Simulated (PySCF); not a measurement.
## Pd⁺ (palladium, charge +1) across methods

[Kr] 4d8 5p1, one real determinant (an excited configuration). All numbers are calculated (PySCF 2.14, the spin-free X2C one-electron Hamiltonian (Gaussian nucleus), in x2c-QZVPPall (13s8p7d4f2g, 118 functions)).

```csv
method,E (hartree),mean ε 4d α (eV),mean ε 4d β (eV),mean ε 5p α (eV),Σ⟨r²⟩ (bohr²),⟨S²⟩
PBE,-5044.32,-20.010,-18.670,-8.515,44.79,3.751
r2SCAN,-5044.73,-20.398,-19.001,-8.626,44.55,3.752
LDA,-5039.35,-20.168,-18.792,-8.616,44.54,3.750
PBE0,-5044.39,-22.048,-20.601,-9.077,44.82,3.751
UHF,-5042.30596,-27.290,-25.465,-10.260,45.97,3.754
```

⟨L²⟩ = 14.02 against 20 for a pure G term, so this real determinant mixes terms.
